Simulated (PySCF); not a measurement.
## Spinor energies of Kr⁺ (krypton, charge +1)

Start: [Ar] 3d10 4s2 4p5; 4p1/2 filled at m_j = +1/2; 4p3/2 filled at m_j = -3/2, -1/2, +1/2, +3/2. Calculated with PySCF 2.14 in x2c-TZVPPall-2c: generalised Hartree-Fock with the X2C-1e Hamiltonian and a Gaussian nucleus; one run each with spin-orbit coupling (SO) screened by Boettger's factors, then bare. This is a chosen level, not necessarily the ground level.

```json
{"spinor shell": "1s1/2", "electrons": "2", "ε, screened SO (eV)": "-14416.6", "ε, bare SO (eV)": "-14416.5", "weight of nominal j (bare SO)": "1.000", "rms radius, bare SO (bohr)": "0.0478"}
{"spinor shell": "2s1/2", "electrons": "2", "ε, screened SO (eV)": "-1972.7", "ε, bare SO (eV)": "-1972.7", "weight of nominal j (bare SO)": "1.000", "rms radius, bare SO (bohr)": "0.199"}
{"spinor shell": "2p1/2", "electrons": "2", "ε, screened SO (eV)": "-1777.0", "ε, bare SO (eV)": "-1779.3", "weight of nominal j (bare SO)": "1.000", "rms radius, bare SO (bohr)": "0.174"}
{"spinor shell": "2p3/2", "electrons": "4", "ε, screened SO (eV)": "-1722.6", "ε, bare SO (eV)": "-1721.6", "weight of nominal j (bare SO)": "1.000", "rms radius, bare SO (bohr)": "0.178"}
{"spinor shell": "3s1/2", "electrons": "2", "ε, screened SO (eV)": "-317.41", "ε, bare SO (eV)": "-317.42", "weight of nominal j (bare SO)": "1.000", "rms radius, bare SO (bohr)": "0.565"}
{"spinor shell": "3p1/2", "electrons": "2", "ε, screened SO (eV)": "-246.45", "ε, bare SO (eV)": "-246.81", "weight of nominal j (bare SO)": "1.000", "rms radius, bare SO (bohr)": "0.575"}
{"spinor shell": "3d3/2", "electrons": "4", "ε, screened SO (eV)": "-114.81", "ε, bare SO (eV)": "-115.13", "weight of nominal j (bare SO)": "1.000", "rms radius, bare SO (bohr)": "0.608"}
{"spinor shell": "3d5/2", "electrons": "6", "ε, screened SO (eV)": "-113.54", "ε, bare SO (eV)": "-113.34", "weight of nominal j (bare SO)": "1.000", "rms radius, bare SO (bohr)": "0.613"}
{"spinor shell": "4s1/2", "electrons": "2", "ε, screened SO (eV)": "-42.785", "ε, bare SO (eV)": "-42.789", "weight of nominal j (bare SO)": "0.999", "rms radius, bare SO (bohr)": "1.67"}
{"spinor shell": "4p1/2", "electrons": "1", "ε, screened SO (eV)": "-26.438", "ε, bare SO (eV)": "-26.476", "weight of nominal j (bare SO)": "0.987", "rms radius, bare SO (bohr)": "1.93"}
{"spinor shell": "4p3/2", "electrons": "4", "ε, screened SO (eV)": "-24.591", "ε, bare SO (eV)": "-24.580", "weight of nominal j (bare SO)": "0.989", "rms radius, bare SO (bohr)": "1.99"}
```

Problem. Where does 3p3/2 lie, and what is the 3p spin-orbit splitting (bare SO)?

Solution. At -238.14 eV, 8.671 eV above 3p1/2.

| quantity | screened SO | bare SO |
| --- | --- | --- |
| E (hartree) | -2787.76235 | -2787.78244 |
| M_J | 1/2 | 1/2 |
| ⟨J²⟩ | 0.859 | 0.849 |
| ⟨L²⟩ | 2.024 | 2.025 |
| ⟨S²⟩ | 0.761 | 0.762 |

Each row is a mean over spinors that exchange with the open shell spreads, by up to 2.137 eV (4s1/2).

⟨J²⟩ departs a little from M_J(M_J + 1) because the unrestricted spinors polarise the closed shells.
